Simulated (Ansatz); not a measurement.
Reaction (formal loss of a carbene): `C[B]([AlH2])[GeH3]` → `[AlH2][BH][GeH3]` + `[CH2]` (triplet)

Isolated molecules relaxed with PBE0-D4/def2-TZVP in Ansatz; ΔE leaves out vibrations. CBS: MP2 limit from def2 TZ/QZ plus the TZ coupled-cluster correction, frozen cores. This one scheme is used for every species. Triplets are unrestricted, without spin–orbit coupling. For Ge outer-core shells are correlated without core-valence functions, which leaves a few kJ/mol of doubt a bond. Scalar relativity is left out up to krypton.

```tsv
species	CCSD(T)/CBS(def2) energy (Eh)
`C[B]([AlH2])[GeH3]`	-2385.73273
`[AlH2][BH][GeH3]`	-2346.45558
`[CH2]` (triplet)	-39.09499
```

(1) Work out ΔE.

Largest T1 diagnostic among the species: 0.013.

## Answers

(1) ΔE = (-2346.45558) + (-39.09499) − (-2385.73273) = 0.18216 Eh = +478.3 kJ/mol.

From PBE to PBE0 (25 % exact exchange), in def2-TZVPP and without D4, ΔE moves by −10.1 kJ/mol. In def2-TZVPP, CCSD(T) changes the Hartree–Fock value by +146.2 kJ/mol (the triples alone add +12.9 kJ/mol) and MP2 by +161.9 kJ/mol. The D4 term adds +11.5 kJ/mol with B3LYP and +6.3 kJ/mol with PBE0; it sums over pairs of atoms, weighted by their polarisabilities, and B3LYP, whose exchange is more repulsive, gets the larger term.

B3LYP here is the variant with VWN-RPA as its local correlation; programs differ in this.
